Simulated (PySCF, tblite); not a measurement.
Isomers of C6H9S (doublet state), one GFN2-xTB conformer each. Single-point energies are computed at B3LYP/pcH-1 (PySCF, gas phase, no added dispersion term), electronic only. GFN2-xTB treats the open shell by occupation alone, and not every SCF solution was tested for stability.

```csv
SMILES,GFN2-xTB relative energy (kJ/mol)
C#C[C@H]([CH]C)CS,25.1
[H]/[C]=C\[C@@H](C)C(C)=S,0.0
```

Conformers: `[CH:1]#[C:2][C@H:3]([CH:4][CH3:5])[CH2:6][SH:7]` (doublet state) with C2–C3–C4–C5 142°, C2–C3–C6–S7 -173°, C3–C6–S7–H 63°; `[H]/[C:1]=[CH:2]\[C@@H:3]([CH3:4])[C:5]([CH3:6])=[S:7]` (doublet state) with C1–C2–C3–C4 125°, C2–C3–C5–C6 92°.

Problem. What does B3LYP/pcH-1 give for the same structures?

Solution. 
```json
{"SMILES": "[H]/[C]=C\\[C@@H](C)C(C)=S", "B3LYP/pcH-1 E (Eh)": "-632.15303", "B3LYP/pcH-1 (kJ/mol)": "0.0", "GFN2-xTB (kJ/mol)": "0.0", "point group": "C1"}
{"SMILES": "C#C[C@H]([CH]C)CS", "B3LYP/pcH-1 E (Eh)": "-632.14261", "B3LYP/pcH-1 (kJ/mol)": "27.4", "GFN2-xTB (kJ/mol)": "25.1", "point group": "C1"}
```

Both levels put the same isomer lowest. As drawn, the higher has an S–H bond, which the lower lacks.

Problem. What happens when harmonic zero-point energies from GFN2-xTB frequencies are added?

Solution. 
```
                   SMILES  ZPE (kJ/mol)  electronic (kJ/mol)  with ZPE (kJ/mol)
[H]/[C]=C\[C@@H](C)C(C)=S         332.3                  0.0                0.0
        C#C[C@H]([CH]C)CS         321.8                 27.4               16.9
```

The zero-point energies span 10.5 kJ/mol. The order is unchanged.
